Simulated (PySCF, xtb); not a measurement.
Si(Me)(OH)2(SH) (CH6O2SSi), SMILES C[Si](O)(O)S. The values are those of a single conformer.

Harmonic wavenumbers (cm⁻¹) from xtb with GFN2-xTB at its own minimum, in rising order: 87, 131, 148, 176, 203, 230, 258, 273, 302, 468, 695, 736, 785, 812, 820, 839, 911, 959, 1381, 1476, 1480, 2495, 3043, 3055, 3060, 3647, 3684.

What does PBE-D3(BJ)/def2-SVP in PySCF give at its own minimum? (Estimate from the structure and the level; the computed values follow.)

120, 142, 169, 196, 237, 243, 251, 290, 346, 469, 653, 704, 744, 758, 788, 825, 892, 938, 1223, 1377, 1380, 2620, 2982, 3082, 3090, 3758, 3766. Paired by order, the mean absolute difference is 46 cm⁻¹ and the zero-point energies are 46.0 and 45.8 kcal/mol.
